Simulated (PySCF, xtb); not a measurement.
ZnI₂, SMILES [Zn]([I])[I].

xtb with GFN2-xTB at its own geometry gives an orbital gap of 5.18 eV and a dipole moment of 0.00 D.

Coordinates come from a PBE-D3(BJ)/def2-SVP optimisation. The isomer is the one that the SMILES or the coordinates give; other isomers of the formula were not compared. The def2 effective core potentials stand for the cores of I; spin–orbit coupling is left out.

Task: What does PySCF with PBE/def2-TZVPD give? (The exact figures need the calculation; the answer reports its results.)

Result: gap 3.89 eV (levels -6.73 and -2.84 eV), dipole 0.00 D.
